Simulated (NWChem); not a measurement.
Atomisation of germanium monoxide (GeO)

```
Ge
O 1 1.6236
```
Charge 0, spin multiplicity 1.

Program: NWChem. Structure: optimised with PBE0/def2-SVP, a minimum by its harmonic frequencies.

Basis set: def2-TZVP. The atomisation energy is electronic alone: no zero-point, thermal, spin-orbit or counterpoise terms. No value is extrapolated to the basis-set limit. Free atoms are single determinants with multiplicities Ge 3, O 3.

The Hamiltonian is non-relativistic. No SCF solution was tested for a lower state. Open-shell Hartree-Fock references start from PBE0 orbitals.

Task: One of these methods gave an atomisation energy of 72.5 kcal/mol. Which?
A) BHandHLYP
B) BP86
C) PBE0
D) HF

Result: D, HF. The others give 169.0 (BP86), 136.9 (BHandHLYP), 152.2 (PBE0).
